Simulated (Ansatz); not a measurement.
Stepwise reaction of `O[Si](O)(F)F` with water, as a gas-phase model of exchange steps in deposition or etching. ΔE in kJ/mol; ΔG adds harmonic PBE0-D4 terms to CCSD(T)/CBS, at 1 bar.

Gas-phase electronic energies from Ansatz, PBE0-D4/def2-TZVP geometries. CCSD(T)/CBS adds triple-zeta CCSD(T) − MP2 to the extrapolated MP2 energy (def2 sets, frozen cores). This one scheme is used for every species. DFT in def2-TZVPP. B3LYP here is the variant with VWN-RPA as its local correlation; programs differ in this. Each species was taken in one conformer, which may not be the lowest.

```
step                                     reaction  PBE-D4  B3LYP-D4  ωB97M-V  CCSD(T)/CBS  ΔG(500 K)
   1  `O[Si](O)(F)F` + H₂O → `O[Si](O)(O)F` + H–F    36.5      38.2     38.2         38.6       40.9
```

Give the row of step 2, `O[Si](O)(O)F` + H₂O → `O[Si](O)(O)O` + H–F. (Estimate.)

The calculation gave: 
```csv
step,reaction,PBE-D4,B3LYP-D4,ωB97M-V,CCSD(T)/CBS,ΔG(500 K)
2,`O[Si](O)(O)F` + H₂O → `O[Si](O)(O)O` + H–F,37.5,40.2,39.6,39.4,45.1
```

By hand: ΔE of the 2 steps together at CCSD(T)/CBS.

(38.6) + (39.4) = 78.0 kJ/mol, or 39.0 kJ/mol a step.

In ΔE the steps differ by no more than 0.8 kJ/mol. All are uphill at CCSD(T)/CBS. ΔG lies between 40.9 and 45.1 kJ/mol a step. PBE-D4 differs from CCSD(T)/CBS by -2.1 to -1.9 kJ/mol a step. Isolated molecules leave out the surface, adducts and barriers. Largest T1 diagnostic: 0.011.
